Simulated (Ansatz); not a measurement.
```yaml
crystal:
  periodic: [false, false, false]
  atoms:
    - {symbol: C, position_ang: [1.709986, -1.037339, 0.974263]}
    - {symbol: C, position_ang: [0.775856, -0.471627, 0.442485]}
    - {symbol: Zr, position_ang: [-0.896538, 0.543627, -0.510704]}
    - {symbol: F, position_ang: [-2.093869, -0.745798, -1.201229]}
    - {symbol: F, position_ang: [-0.245029, 1.628128, -1.915123]}
    - {symbol: F, position_ang: [-1.781412, 1.617532, 0.768649]}
    - {symbol: H, position_ang: [2.531006, -1.534533, 1.441658]}
basis:
  gaussian: {orbitals: def2-SVP}
magnetization: {spin_polarized: true, initial_magnetization: 0}
hamiltonian: {xc: {name: BLYP}}
accuracy: high
output: {forces: true}
```

```sh
$ ansatz run in.yaml --threads 4 --pin off --events-out ev --progress --plain --max-ram 10444MiB
```

It prints (some lines left out):

```
Functional definition: BLYP
2235 factors; integrals over basis functions are off by at most 5.9e-9 eV
mean field evaluation 1: about -11504.4956 eV, gradient 5.4e1 eV
mean field evaluation 2: about -11353.6494 eV, gradient 1.9e2 eV
mean field evaluation 4: about -11511.7859 eV, gradient 3.0e1 eV
mean field evaluation 8: about -11516.8518 eV, gradient 5.2e-2 eV
mean field evaluation 16: about -11516.8488 eV, gradient 7.4e-6 eV
mean field -11516.84876441 eV, -423.2363856918 hartree, gradient 4.2e-8 eV, S^2 0.000000; 0 other end points of the search recorded, 0 dependent functions left out
reference -11516.84882175 eV, -423.2363877988 hartree; 26, 26 occupied and 80, 80 virtual orbitals, 2235 factors
Total energy: -11516.84882175 eV, -423.2363877988 hartree
Atom 0 at     1.709986    -1.037339     0.974263 Å, force     1.328059    -0.804465     0.756154 eV/Å
Atom 1 at     0.775856    -0.471627     0.442485 Å, force    -1.492025     0.903573    -0.849426 eV/Å
Atom 2 at    -0.896538     0.543627    -0.510704 Å, force     0.286907    -0.174350     0.163665 eV/Å
Atom 3 at    -2.093869    -0.745798    -1.201229 Å, force    -0.491440    -0.544583    -0.283482 eV/Å
Atom 4 at    -0.245029     1.628128    -1.915123 Å, force     0.281224     0.447997    -0.582098 eV/Å
Atom 5 at    -1.781412     1.617532     0.768649 Å, force    -0.360977     0.443488     0.539931 eV/Å
Atom 6 at     2.531006    -1.534533     1.441658 Å, force     0.448253    -0.271660     0.255256 eV/Å
Dipole moment:     0.223615    -0.135514     0.127327 e Å
```

Hardware: 4 threads of an Arm Neoverse V2 on a shared host. Wall time 4.6 s, peak host memory 0.41 GiB.
